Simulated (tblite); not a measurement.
C6H11O2PS.
Z-matrix (Å and degrees, GFN2-xTB geometry), rows numbered from 1:
```
O 
C   1  1.2030
C   2  1.5164  1  122.41
C   3  1.5307  2  111.31  1   115.11
P   4  1.8458  3  107.42  2    62.08
S   5  1.9397  4  115.88  3    65.96
C   5  1.8679  4  107.07  3  -167.49
O   7  1.3940  5  108.09  4   177.22
C   5  1.8425  4  100.21  3   -58.30
C   2  1.5151  1  122.59  3   179.62
H   3  1.0945  2  108.71  1  -125.15
H   3  1.0921  2  108.83  1    -6.61
H   4  1.0922  3  111.15  2   -58.65
H   4  1.0934  3  110.19  2  -179.48
H   7  1.0925  5  111.09  4    59.58
H   7  1.1019  5  108.74  4   -60.66
H   8  0.9705  7  108.57  5    53.96
H   9  1.0921  5  110.19  4   -62.46
H   9  1.0937  5  108.53  4   178.48
H  10  1.0947  2  108.88  1   125.59
H  10  1.0919  2  108.93  1     6.84
```

Method: GFN2-xTB as coded in tblite; computed harmonic values from a numerical Hessian at the method's own geometry, unscaled. The method is semi-empirical: single wavenumbers can be off by several per cent or more. One conformer, not necessarily the lowest.

Harmonic wavenumbers (cm⁻¹): 47.9, 58.9, 109.0, 120.3, 125.0, 193.9, 220.2, 259.1, 265.3, 335.9, 375.3, 416.7, 435.7, 493.6, 582.9, 671.9, 690.0, 704.3, 744.9, 762.3, 794.4, 834.5, 883.3, 893.1, 973.6, 1006.7, 1036.1, 1045.2, 1072.1, 1095.3, 1097.4, 1107.8, 1161.0, 1211.7, 1228.6, 1233.5, 1242.6, 1286.7, 1301.5, 1308.9, 1411.8, 1419.9, 1421.4, 1442.8, 1454.6, 1780.2, 2836.4, 2944.5, 2949.1, 2950.0, 2951.9, 2957.7, 2958.7, 2965.1, 2988.6, 2990.6, 3419.6.

A = 1704, B = 665.0, C = 621.1 MHz; mass 178.022 u (most abundant isotopes); point group C1, symmetry number 1.

Question: What is the zero-point energy?

Answer: ½Σν̃ = 35635 cm⁻¹ = 426.29 kJ/mol.

Question: Entropy at 350 K, 1 bar (ideal gas, RRHO, classical rotation)?

Answer: Translation 176.82, rotation 129.62, vibration 170.69: S = 477.1 J/(mol K).

Question: And Cp and H(350 K) − H(0)?

Answer: Cp = 209.38 J/(mol K), of which vibrations give 176.12 (their classical limit is 57 R = 473.9); H(350 K) − H(0) = 42.87 kJ/mol without the zero-point energy, 31.23 from vibrations.

Question: Blend soft modes into free rotors: weight 1/[1 + (100 cm⁻¹/ν̃)⁴] for the oscillator and the rest for a rotor with moment μB/(μ + B), μ = h/(8π²ν), B = 10⁻⁴⁴ kg m². What vibrational entropy results?

Answer: 157.51 J/(mol K) in place of 170.69, which changes −T·S at 350 K by +4.61 kJ/mol.

Question: What must be added to the electronic energy to get the Gibbs energy at 350 K and 1 bar?

Answer: ZPE + [H(350 K) − H(0)] − T·S = 426.29 + 42.87 − 166.99 = 302.17 kJ/mol.

Question: Which modes carry the vibrational entropy at 350 K?

Answer: 47.9 cm⁻¹: 21.84; 58.9 cm⁻¹: 20.13; 109.0 cm⁻¹: 15.06; 120.3 cm⁻¹: 14.25; 125.0 cm⁻¹: 13.94; 193.9 cm⁻¹: 10.42 J/(mol K); the other 51 give 75.05 together.

Hindered rotation and anharmonicity are outside this model. Other conformers, if any are populated, would add a mixing term that is left out. The structure is chiral; the term R ln 2 for an equal mix with its mirror image is left out.

Time: 1.1 s. Hardware: an Arm Neoverse V1 with one thread, shared host with 32 logical CPUs at a one-minute load of 6.2. This covers the Hessian and the dipole derivatives.
